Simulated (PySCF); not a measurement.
C3H5O, SMILES [CH2]C(C)=O, multiplicity 2. Atoms are numbered in the order given.

```xyz
9

C      0.8623    -1.1360     0.0000
C     -0.1231    -0.0818     0.0000
C      0.3661     1.3492     0.0000
O     -1.3201    -0.3513     0.0000
H      1.9362    -0.9321     0.0000
H      0.5109    -2.1703     0.0000
H      0.9889     1.5489     0.8862
H     -0.4963     2.0271     0.0000
H      0.9889     1.5489    -0.8862
```
Charge 0, spin multiplicity 2.

Geometry: PBE0-D3(BJ)/def2-SVP. The isomer is the one that the SMILES or the coordinates give; other isomers of the formula were not compared.

Computed with PBE/pcH-1 (PySCF).

Unrestricted Kohn–Sham, ⟨S²⟩ = 0.757. Hyperfine tensors hold the contact and dipolar terms, without spin-orbit corrections.

Computed hyperfine couplings:
```csv
nucleus,A(iso) (MHz),A(iso) (G),dipolar principal values (MHz)
13C no. 1,63.7,22.7,"-68.1, -67.5, 135.6"
13C no. 2,-34.7,-12.4,"-9.0, 1.8, 7.3"
13C no. 3,-3.6,-1.3,"-1.1, 0.4, 0.7"
17O no. 4,-9.5,-3.4,"-81.4, 40.1, 41.4"
1H no. 5,-52.8,-18.8,"-31.5, -1.9, 33.3"
1H no. 6,-52.8,-18.8,"-29.7, -2.4, 32.1"
1H no. 7,2.2,0.8,"-2.9, -1.9, 4.8"
1H no. 8,-1.7,-0.6,"-2.0, -1.2, 3.2"
1H no. 9,2.2,0.8,"-2.9, -1.9, 4.8"
```

Task: And the g tensor (effective nuclear charges for spin-orbit coupling, GIAO)? (Estimate from the structure and the level; the computed values follow.)

Result: principal values 2.0022, 2.0042, 2.0091; isotropic 2.0052.
